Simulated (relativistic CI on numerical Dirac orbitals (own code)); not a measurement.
Radial parameters of Cs34+

Calculated at this level of theory: Dirac-Coulomb-Breit CI, separate exchange-only KLI orbitals for each configuration, model QED (radiative potential, 1s self-energy scaled to tabulated hydrogen-like ionisation energies), unscaled Slater integrals (own radial code, finite nucleus).

Slater integrals F^k, G^k are unscaled and averaged over j, outside the closed core [Ne]; ζ comes from projecting the Hamiltonian with its Breit term on Σ l·s of the shell.

- 3s2.3p6.3d3: F^2(3d,3d) = 417950, F^4(3d,3d) = 269800, ζ(3d) = 56396 cm⁻¹; <r>(3d) = 0.2442, <r^2>(3d) = 0.06917 (bohr units).
- 3s2.3p5.3d4: ζ(3p) = 426290, F^2(3d,3d) = 417100, F^4(3d,3d) = 269220, F^2(3p,3d) = 363130, G^1(3p,3d) = 389770, G^3(3p,3d) = 259600, ζ(3d) = 55731 cm⁻¹; <r>(3p) = 0.2736, <r^2>(3p) = 0.08647, <r>(3d) = 0.2446, <r^2>(3d) = 0.06943 (bohr units).
- 3s.3p6.3d4: F^2(3d,3d) = 416760, F^4(3d,3d) = 269000, G^2(3s,3d) = 293850, ζ(3d) = 56078 cm⁻¹; <r>(3s) = 0.28, <r^2>(3s) = 0.08934, <r>(3d) = 0.2448, <r^2>(3d) = 0.06954 (bohr units).

(1) Give the Racah parameters of the d shell in 3s2.3p6.3d3.

Averages of the first 10 configurations, taken without configuration mixing, which lowers the lowest level and can move excited configurations by several eV; other configurations of the list can lie among them:

```
 Configuration  Parity  States  Average energy above the lowest level (eV)
   3s2.3p6.3d3    even     120                                        37.1
   3s2.3p5.3d4     odd    1260                                       276.5
    3s.3p6.3d4    even     420                                       472.4
3s2.3p6.3d2.4s    even      90                                       929.9
3s2.3p6.3d2.4p     odd     270                                      1002.1
3s2.3p6.3d2.4d    even     450                                      1095.5
3s2.3p5.3d3.4s     odd    1440                                      1162.2
3s2.3p6.3d2.4f     odd     630                                      1175.3
3s2.3p5.3d3.4p    even    4320                                      1234.6
 3s.3p6.3d3.4s    even     480                                      1359.4
```

Answers

(1) B = F²/49 − 5F⁴/441 = 5471 cm⁻¹ and C = 35F⁴/441 = 21412 cm⁻¹.
